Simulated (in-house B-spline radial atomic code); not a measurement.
The cobalt ion Co²⁺ is squeezed into an impenetrable sphere of radius R (the orbitals vanish at R). No spin polarisation. Caution: exact exchange at fractional occupations of open shells leaves self-interaction of up to several eV. Method: non-relativistic B3LYP, spherical fractional occupations, point nucleus. Calculated with a B-spline radial code for spherical atoms.

Energies in eV above the free ion in [Ar] 3d7:

```
R (bohr)  highest level (eV)  [Ar] 3d7  [Ne] 3s2 3p5 3d8  -dE/dV in [Ar] 3d7 (GPa)
    7.41               -28.4  0.000101              59.3                  0.000402
    5.95               -28.4  0.003829              59.3                    0.0227
    5.42               -28.4   0.01385             59.31                    0.0976
    4.41               -28.1    0.1516             59.44                      1.56
    3.41               -26.8     1.523             60.84                      25.9
    2.82               -23.9     6.037              65.6                       156
    2.54               -21.1     11.97             71.92                       400
     2.1               -11.6     38.35             99.79                      2110
    1.68                11.8     136.2               201                     13500
    1.53                  28     224.1             290.6                     28200
```

(1) Does [Ne] 3s2 3p5 3d8 fall below [Ar] 3d7 under compression?

The highest level is first positive in the row R = 1.68 bohr, pushed up by confinement above the zero of the free ion's potential. Each configuration is held fixed and needn't be the lowest in the sphere.

## Answers

(1) No, it stays above over the whole range.
